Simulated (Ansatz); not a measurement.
Molecule: sum formula ZrOF$_{2}$ (charge 0, singlet). 
Geometry from a B3LYP-D3(BJ)/def2-TZVP (Ansatz, a quantum-chemistry and plane-wave program) optimisation:
```xyz
4

Zr     0.0325    -0.0703    -0.1557
O     -1.3676    -1.0731     0.1502
F     -0.4532     1.7911    -0.4499
F      1.5243    -0.5248     1.0084
```

Quantity: atomisation energy (electronic, to ground-state atoms), in kcal/mol. Correlated levels leave the core frozen unless marked. Open shells are spin-unrestricted. No spin-orbit coupling. The frozen core is the preceding noble-gas configuration, with the filled d and f shells of earlier blocks. Past Kr the def2 sets carry scalar-relativistic core potentials. The coupled-cluster limit lacks core correlation, which all-electron functionals hold. CBS marks a two-point X^-3 extrapolation of the correlation energy; Hartree-Fock from the larger set. [CCSD(T)-MP2]/basis is that difference in the basis named.

```tsv
level	program	atomisation energy (kcal/mol)
PBE-D4/def2-TZVPD	Ansatz + dftd4	…
revPBE-D3(BJ)/def2-TZVPD	Ansatz + dftd3	484.9
revPBE-D4/def2-TZVPD	Ansatz + dftd4	486.3
PBE0/def2-TZVP	Ansatz	469.9
r2SCANh/def2-TZVPD	Ansatz	472.8
SCS-MP2/def2-TZVPPD	Ansatz	488.8
RI-MP2/CBS(def2-TZVPPD,def2-QZVPPD)+[CCSD(T)-MP2]/def2-TZVPPD	Ansatz	481.8
```

Task: Fill in the missing entries.

Result: 
- PBE-D4/def2-TZVPD, atomisation energy (kcal/mol): 503.4
